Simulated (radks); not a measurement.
Values are calculated unless marked as measured or tabulated.
Valence configurations of neutral platinum (all share [Xe]). Level of theory: scalar-relativistic Kohn-Sham, PBE, spin-polarised, spherical densities, finite nucleus; open shells are filled with parallel spins first (spin-orbit coupling, left out, can overturn this in heavy ions); Fermi nuclear charge, rms radius 5.427 fm (a radial shooting solver on a logarithmic mesh with Libxc functionals). Energies are relative to 4f14 5d9 6s1; eigenvalues in eV for spin up.

[
 {"valence": "4f14 5d9 6s1", "E (eV)": "0.000", "moment (Bohr magnetons)": "2", "e(4f)": "-70.077", "e(5d)": "-6.511", "e(6p)": "-", "e(6s)": "-6.082"},
 {"valence": "4f13.5 5d9 6s1.5", "E (eV)": "33.935", "moment (Bohr magnetons)": "2", "e(4f)": "-77.172", "e(5d)": "-7.905", "e(6p)": "-", "e(6s)": "-6.358"},
 {"valence": "4f13.5 5d9.5 6s1", "E (eV)": "33.324", "moment (Bohr magnetons)": "2", "e(4f)": "-75.687", "e(5d)": "-6.823", "e(6p)": "-", "e(6s)": "-6.004"},
 {"valence": "4f14 5d9.5 6s0.5", "E (eV)": "0.230", "moment (Bohr magnetons)": "1", "e(4f)": "-68.803", "e(5d)": "-5.469", "e(6p)": "-", "e(6s)": "-5.492"},
 {"valence": "4f14 5d10", "E (eV)": "0.450", "moment (Bohr magnetons)": "0", "e(4f)": "-67.601", "e(5d)": "-4.461", "e(6p)": "-", "e(6s)": "-"},
 {"valence": "4f14 5d8 6s2", "E (eV)": "0.873", "moment (Bohr magnetons)": "2", "e(4f)": "-72.992", "e(5d)": "-8.615", "e(6p)": "-", "e(6s)": "-6.772"},
 {"valence": "4f13 5d8 6s2 6p1", "E (eV)": "79.479", "moment (Bohr magnetons)": "4", "e(4f)": "-89.864", "e(5d)": "-13.878", "e(6p)": "-2.694", "e(6s)": "-9.237"},
 {"valence": "4f14 5d9 6s0.5 6p0.5", "E (eV)": "2.533", "moment (Bohr magnetons)": "2", "e(4f)": "-71.112", "e(5d)": "-7.492", "e(6p)": "-1.630", "e(6s)": "-6.803"},
 {"valence": "4f14 5d7 6s2 6p1", "E (eV)": "7.910", "moment (Bohr magnetons)": "4", "e(4f)": "-78.008", "e(5d)": "-12.774", "e(6p)": "-2.731", "e(6s)": "-9.220"},
 {"valence": "4f14 5d6 6s2 6p2", "E (eV)": "16.716", "moment (Bohr magnetons)": "6", "e(4f)": "-82.954", "e(5d)": "-16.705", "e(6p)": "-3.946", "e(6s)": "-11.311"}
]

NIST lists [Xe] 4f14 5d9 6s1 as the ground configuration; this level of theory agrees among the configurations tried. The energies are those of spherical high-spin densities, not of single terms.
